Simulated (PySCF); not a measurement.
C9H6N2.
SMILES: `Cc1cc(C#N)ccc1C#N`

Computed, not measured: TDDFT CAM-B3LYP/def2-SVPD, vertical, gas phase, core orbitals frozen in the response (PySCF 2.14.0, density-fitted response routines). Geometry: PBE0-D3(BJ)/def2-SVP; no solvent, vibrations or thermal averaging.

Question: List the vertical singlet excitations with oscillator strengths and describe the spectrum.

Answer: 

```tsv
state	E (eV)	E (hartree)	f	symmetry	main configurations (H = HOMO, L = LUMO)
S1	4.85	0.1782	0.057	A′	H-1→L (55%), H→L (23%), H→L+1 (17%)
S2	5.21	0.1913	0.379	A′	H→L (68%), H-1→L (20%)
S3	6.30	0.2316	0.0000	–	H-2→L (87%), H-4→L+6 (8%)
S4	6.41	0.2356	0.0001	–	H-4→L (84%), H-2→L+6 (10%)
S5	6.44	0.2367	0.436	A′	H→L+1 (74%), H-1→L (22%)
S6	6.72	0.2469	0.580	A′	H-1→L+1 (90%)
```

The lowest singlet lies at 4.85 eV (256 nm, ultraviolet) and is of moderate strength; its leading configuration is HOMO-1→LUMO (55%). The most intense listed level is S6 at 6.72 eV (185 nm, f = 0.580), 1.87 eV above S1. It is the last of those listed, so stronger ones may follow. Löwdin shares by element: HOMO carbon 54% or more (atoms not listed hold the other 46%); LUMO carbon 30% or more, nitrogen 18% (atoms not listed hold the other 52%). The listed states span 1.87 eV, and the widest gap between neighbours is 1.09 eV (S2 to S3). Of the 6 states listed, 4 reach f = 0.01 and 2 stay under 0.0005. Weighted by f, the mean energy of these states is 6.17 eV. Symmetry labels in Cs follow from the direction of the transition dipole and are given only for states with f of 0.002 or more. Singlets were solved by full linear response.
